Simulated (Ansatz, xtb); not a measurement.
**Ranking isomers of H5OPSi2**

8 gas-phase structures of H5OPSi2, found in a search over its isomers (lower ones may exist). Each was relaxed with GFN2-xTB; where two conformers were screened, the lower at r2SCAN-D4/def2-SVP is listed:

A. `O=[SiH][SiH2]P`, a singlet
B. `O1[SiH2][SiH2]P1`, a singlet
C. a singlet given by its coordinates
D. `O1[SiH2]P[SiH2]1`, a singlet
E. `O=[Si]([SiH3])P`, a singlet
F. a singlet given by its coordinates
G. `O=[SiH]P[SiH3]`, a singlet
H. `[SiH3]P1O[SiH2]1`, a singlet

F (Å):

```xyz
9

O    -0.7532   -0.1560   -1.7633
P     0.4643   -1.5553   -4.4864
Si   -1.1569   -0.9262   -0.3968
Si   -0.2642    0.0064   -3.2991
H    -0.7352   -2.3200   -0.5130
H    -2.6079   -0.7962   -0.3060
H    -0.4340   -0.2099    0.6481
H    -0.4977    1.4287   -3.4679
H     0.2976   -2.4912   -3.4573
```

Close contacts (Å): O1–Si3 1.62, O1–Si4 1.62, P2–Si4 2.09, P2–H9 1.40, Si3–H5 1.46, Si3–H6 1.46, Si3–H7 1.46, Si4–H8 1.45.

C (Å):

```xyz
9

O     0.4741   -0.0635    1.8342
P    -1.0677    1.0989   -0.6740
Si    1.3615    1.1492    2.4820
Si   -0.5152   -0.6046    0.6772
H    -1.8266    0.3299   -1.5359
H     1.1456    2.1813    1.4234
H    -1.7215   -1.0590    1.3660
H     0.2338   -1.6775    0.0218
H     0.0543    1.0079   -1.4807
```

Close contacts (Å): O1–Si3 1.64, O1–Si4 1.62, P2–Si4 2.24, P2–H5 1.38, P2–H9 1.38, Si3–H6 1.49, Si4–H7 1.46, Si4–H8 1.46.

Make a reasoned guess at their ranking by r2SCAN-D4/def2-SVP single-point energy.

Calculated order at r2SCAN-D4/def2-SVP: D (0.000), F (0.847), C (1.497), B (1.502), G (1.816), E (2.025), H (2.039), A (2.259) eV. Less than 1 kcal/mol parts C and B; E and H, so the order within those pairs means little.

Energies above the lowest of each column, in eV; the last columns are at PBE0-D3(BJ)/def2-SVP geometries and were run for some of them only (a dash: not run or not comparable):

```json
{"structure": "D", "GFN2-xTB": "0.000", "HF/STO-3G": "0.000", "r2SCAN-D4/def2-SVP": "0.000", "PBE0-D3(BJ)/def2-SVP": "0.000", "CCSD(T)/def2-SVP + ΔMP2/def2-TZVPP": "0.000"}
{"structure": "F", "GFN2-xTB": "0.108", "HF/STO-3G": "2.350", "r2SCAN-D4/def2-SVP": "0.847", "PBE0-D3(BJ)/def2-SVP": "0.984", "CCSD(T)/def2-SVP + ΔMP2/def2-TZVPP": "0.855"}
{"structure": "C", "GFN2-xTB": "0.920", "HF/STO-3G": "1.269", "r2SCAN-D4/def2-SVP": "1.497", "PBE0-D3(BJ)/def2-SVP": "1.547", "CCSD(T)/def2-SVP + ΔMP2/def2-TZVPP": "1.443"}
{"structure": "B", "GFN2-xTB": "1.065", "HF/STO-3G": "1.002", "r2SCAN-D4/def2-SVP": "1.502", "PBE0-D3(BJ)/def2-SVP": "–", "CCSD(T)/def2-SVP + ΔMP2/def2-TZVPP": "–"}
{"structure": "G", "GFN2-xTB": "0.661", "HF/STO-3G": "2.668", "r2SCAN-D4/def2-SVP": "1.816", "PBE0-D3(BJ)/def2-SVP": "–", "CCSD(T)/def2-SVP + ΔMP2/def2-TZVPP": "–"}
{"structure": "E", "GFN2-xTB": "1.153", "HF/STO-3G": "2.545", "r2SCAN-D4/def2-SVP": "2.025", "PBE0-D3(BJ)/def2-SVP": "–", "CCSD(T)/def2-SVP + ΔMP2/def2-TZVPP": "–"}
{"structure": "H", "GFN2-xTB": "1.212", "HF/STO-3G": "2.070", "r2SCAN-D4/def2-SVP": "2.039", "PBE0-D3(BJ)/def2-SVP": "–", "CCSD(T)/def2-SVP + ΔMP2/def2-TZVPP": "–"}
{"structure": "A", "GFN2-xTB": "1.061", "HF/STO-3G": "2.749", "r2SCAN-D4/def2-SVP": "2.259", "PBE0-D3(BJ)/def2-SVP": "–", "CCSD(T)/def2-SVP + ΔMP2/def2-TZVPP": "–"}
```

Every level run on D puts it lowest or level with the lowest. Some further structures that were screened fall inside this span and aren't listed. Flexible structures stand in one conformer each, not always the lowest. Frequencies (PBE0-D3(BJ)/def2-SVP) were run for C, D, F alone. The ΔMP2 step shifts differences by up to 0.162 eV, which makes them less sure. ΔMP2 is the change of the MP2 energy from the smaller to the larger basis.

Over these structures GFN2-xTB departs from r2SCAN-D4/def2-SVP by 0.291 eV on average once a common shift is removed. A GFN2-xTB relaxation took about 0.37 s and the r2SCAN-D4/def2-SVP energy about 5 s on a shared host (Ansatz 0.2.0, xtb 6.7.1).
